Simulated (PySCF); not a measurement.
From a computed spectrum to the compound

A species of 5 atoms with charge 3 has these harmonic modes (PBE0, small Gaussian bases with core potentials, PySCF 2.14.0):

```tsv
cm⁻¹	km/mol	symmetry
215	0.1	a1
431	3.4	e
431	3.4	e
891	28.8	a1
1018	1.0	e
1018	1.0	e
2384	192.4	a1
2425	145.2	e
2425	145.2	e
```

(1) Which species is it, and in which structure?

Results:

(1) [Gd(PH3)]3+ (singlet in the valence; each metal's 4f electrons, 7 of them, lie in its core potential, out of spins and levels):
```xyz
5

Gd    0.0000    0.0000   -0.5268
P     0.0000    0.0000    2.4007
H     1.3285    0.0000    2.9232
H    -0.6643    1.1505    2.9232
H    -0.6643   -1.1505    2.9232
```
Ideal gas at 298.15 K and 1 bar: S = 300.8 J/(mol K), Cp = 57.8 J/(mol K), H − H(0 K) = 13.1 kJ/mol (rigid rotor, harmonic modes, spin degeneracy alone, that of the 4f electrons in the core included). An lcecp potential fixes the number of 4f electrons, so in runs with it no electron can move into or out of that shell.
 Other answers can fit too; this one was computed.
